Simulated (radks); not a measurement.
Spherical quantum dot in the effective-mass picture: electrons in a well V = -V0 / (1 + exp((r - R)/a)) with V0 = 12.4, R = 2.06, a = 0.16, all in effective atomic units (hartree* = m*/eps^2 hartree, bohr* = eps/m* bohr), one dielectric constant everywhere. Calculated with a radial shooting solver with Libxc functionals: non-relativistic Kohn-Sham, exchange-only LDA, spin-polarised, spherical densities. Levels are named by radial order and angular momentum (1s, 1p, 1d, 2s, ...), and open shells are averaged over m. Results are scaled to m* = 0.05 and eps = 12.1, for which hartree* = 9.293 meV and bohr* = 12.81 nm.

N = 6, configuration 1s2 1p(up 3, down 1). This is the lowest configuration that the search found. Occupied and some empty levels:

level,occupation,eigenvalue (meV),<r> (nm)
1s up,1,-68.901,14.92
1s down,1,-67.681,14.89
1p up,3,-60.089,17.11
1p down,1,-58.826,17.13
1d up,0,-48.193,18.66
1d down,0,-46.959,18.69
2s up,0,-39.718,14.60
2s down,0,-38.828,14.62
1f up,0,-33.817,19.92
1f down,0,-32.641,19.96

Energy (meV): total -484.585, kinetic 82.233, external -658.55, Hartree 117.50, exchange-correlation -25.771.
